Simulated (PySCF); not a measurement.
Ga2(mu-NH2)2(Cl)4, H4Cl4Ga2N2, singlet (CAM-B3LYP/def2-SVP optimised geometry):

```
12

Ga    -0.362    -1.289     0.000
Ga    -1.790     0.400    -1.847
N     -1.074     0.568     0.000
H     -0.358     1.289     0.106
H     -1.788     0.741     0.711
Cl    -1.462    -2.535     1.364
Cl     1.788    -1.289     0.000
N     -1.074    -1.455    -1.849
H     -0.358    -1.625    -2.558
H     -1.788    -2.179    -1.959
Cl    -3.940     0.395    -1.843
Cl    -0.696     1.648    -3.213
```

Method: CAM-B3LYP/def2-TZVP in PySCF 2.14.0.

Problem. What are the frontier orbital energies and the dipole moment?

Solution. HOMO-2 -10.44 eV, HOMO-1 -10.40 eV, HOMO -10.34 eV, LUMO -0.07 eV, LUMO+1 0.85 eV; dipole moment 0.01 D.

On the same geometry PBE/def2-TZVP (PySCF) gives HOMO-2 -7.66 eV, HOMO-1 -7.60 eV, HOMO -7.56 eV, LUMO -1.91 eV, LUMO+1 -0.91 eV; dipole moment 0.01 D.

Meta-Löwdin charges at CAM-B3LYP/def2-TZVP: Ga1 0.71, Ga2 0.71, N3 -0.59, H4 0.26, H5 0.26, Cl6 -0.32, Cl7 -0.32, N8 -0.59, H9 0.26, H10 0.26, Cl11 -0.32, Cl12 -0.32.
